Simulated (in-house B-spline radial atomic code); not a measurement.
Atomic self-consistent-field run: Ta2+. Level of theory: scalar-relativistic (X2C) wB97X, spin-polarised, spherical fractional occupations, Fermi nucleus of rms radius 5.3507 fm; calculated with an all-electron radial atomic-structure program (B-spline basis).

Command:
```bash
python run_scf.py task.json out
```
Settings (nuclear radius in fm, mass in u):
```
Z                73
configuration    [Xe] 4f14 5d3
hamiltonian      x2c
method           wb97x
spin_polarised   True
nucleus          fermi
rms_radius       5.3507
atomic_mass      180.948
speed_of_light   137.035999084
```

Output (hartree, bohr):
```
 radial grid: 78 intervals, B-splines of order 8, outer radius 53.7037 bohr

 iter        energy (Eh)    residual
    1      -15604.177287    5.08e-01
    2      -15604.701148    1.46e-01
    3      -15605.113894    5.95e-02
    4      -15605.168737    1.81e-02
    5      -15605.159326    2.79e-02
    6      -15605.175202    1.56e-03
    7      -15605.175248    1.59e-04
    8      -15605.175249    3.50e-05
    9      -15605.175249    6.54e-06
   10      -15605.175249    1.58e-06
   11      -15605.175249    7.34e-08

 total energy                    -15605.17525
 kinetic                           17526.3393
 electron-nucleus                 -38899.9882
 Hartree                            6089.5416
 exact exchange                      -59.4919
 exchange-correlation               -261.5761

 orbital      occ     eigenvalue          <r>       <r^2>       <1/r>       r_max
 1s up      1.000     -2471.9142    0.0178676 0.000446933     93.5107     0.01074
 1s down    1.000     -2471.9146    0.0178676 0.000446933     93.5107     0.01074
 2s up      1.000      -426.0896    0.0781599  0.00728756     21.8123     0.06668
 2s down    1.000      -426.0845    0.0781596  0.00728752     21.8125     0.06668
 2p up      3.000      -374.6531    0.0700202  0.00600628     18.3872     0.05419
 2p down    3.000      -374.6488    0.0700197  0.00600621     18.3873     0.05419
 3s up      1.000       -98.5293     0.204248   0.0478355     7.85099      0.1888
 3s down    1.000       -98.5285     0.204246   0.0478346     7.85099      0.1888
 3p up      3.000       -83.1056      0.20409   0.0483996     6.93665      0.1863
 3p down    3.000       -83.1046     0.204088   0.0483984     6.93664      0.1863
 3d up      5.000       -64.5387     0.185583   0.0403854     6.46928      0.1519
 3d down    5.000       -64.5354     0.185587    0.040387     6.46911      0.1519
 4s up      1.000       -20.8355     0.458901    0.237976     3.24912      0.4295
 4s down    1.000       -20.8321     0.458954    0.238027     3.24856      0.4295
 4p up      3.000       -15.7352     0.486904    0.269927     2.87891      0.4494
 4p down    3.000       -15.7323     0.486956    0.269967     2.87836      0.4495
 4d up      5.000        -9.0519     0.523463    0.317929     2.53472      0.4622
 4d down    5.000        -9.0481     0.523448    0.317833     2.53435      0.4623
 5s up      1.000        -3.4909       1.1102     1.38667     1.21874      0.9953
 5s down    1.000        -3.4381      1.10358     1.37059     1.22875      0.9904
 5p up      3.000        -2.2403      1.29749     1.91005     1.01086        1.13
 5p down    3.000        -2.1608      1.28816     1.88224     1.02059        1.12
 4f up      7.000        -1.7084     0.639358    0.520392     2.00164      0.4421
 4f down    7.000        -1.6991     0.633819    0.508603     2.01105      0.4419
 5d up      3.000        -0.7168      1.97677     4.59338    0.652349       1.551
```

Cost of the run: 3.9 s on 1 thread of Arm Neoverse V1, with other jobs on the host.

Caution: exact exchange at fractional occupations of open shells leaves self-interaction of up to several eV.

One-electron X2C: radii and densities carry no picture-change correction, so inner-shell <1/r> comes out high (for 1s by about 2 % at Z = 33, 5 % at 54, 10 % at 75, 30 % at 118) and <r> low.
